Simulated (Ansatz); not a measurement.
Potential energy curve for LiNa, singlet.

Methods: RKS-PBE = Ansatz (a program for electronic structure) with restricted PBE/aug-cc-pVDZ; UKS-PBE = unrestricted PBE/aug-cc-pVDZ (Ansatz); FCI = full CI/aug-cc-pVDZ, frozen core (Ansatz).

Energies relative to the lowest point of each curve near equilibrium, in mEh; the last columns give the error against full CI:

| R / Å | RKS-PBE | UKS-PBE | FCI | RKS-PBE − FCI | UKS-PBE − FCI |
|---|---|---|---|---|---|
| 2.31 | 12.0 | 12.0 | 14.2 | -2.3 | -2.3 |
| 2.49 | 5.2 | 5.2 | 6.6 | -1.5 | -1.5 |
| 2.62 | 2.3 | 2.3 | 3.2 | -0.9 | -0.9 |
| 2.73 | 0.8 | 0.8 | 1.4 | -0.6 | -0.6 |
| 2.81 | 0.2 | 0.2 | 0.6 | -0.3 | -0.3 |
| 2.93 | 0.0 | 0.0 | 0.0 | 0.0 | 0.0 |
| 3.04 | 0.3 | 0.3 | 0.1 | 0.3 | 0.3 |
| 3.08 | 0.6 | 0.6 | 0.2 | 0.3 | 0.3 |
| 3.22 | 1.7 | 1.7 | 1.1 | 0.6 | 0.6 |
| 3.36 | 3.3 | 3.3 | 2.5 | 0.8 | 0.8 |
| 3.64 | 7.4 | 7.4 | 6.2 | 1.2 | 1.2 |
| 3.87 | 11.1 | 11.0 | 9.6 | 1.5 | 1.4 |
| 4.43 | 20.2 | 18.7 | 17.6 | 2.6 | 1.2 |
| 4.92 | 27.2 | 23.6 | 22.7 | 4.5 | 0.9 |
| 5.39 | 32.7 | 26.6 | 25.9 | 6.8 | 0.7 |
| 5.93 | 37.6 | 28.5 | 27.9 | 9.7 | 0.5 |
| 6.33 | 40.4 | 29.2 | 28.8 | 11.7 | 0.4 |
| 7.19 | 44.4 | 29.7 | 29.6 | 14.8 | 0.1 |
| 7.91 | 46.3 | 29.8 | 29.8 | 16.4 | 0.0 |
| 8.90 | 47.6 | 29.9 | 29.9 | 17.6 | -0.1 |

RKS-PBE is furthest from FCI at 8.90 (17.6 mEh, above); its mean absolute error over the points is 4.7 mEh.

UKS-PBE is furthest from FCI at 2.31 (-2.3 mEh, below); its mean absolute error over the points is 0.7 mEh.

The restricted form behind RKS-PBE keeps the bonding electrons paired and can't separate into open-shell fragments. The unrestricted determinant behind UKS-PBE is spin-contaminated at 3.87 to 8.90 Å (<S²> up to 1.0, against 0.00 for a pure singlet).
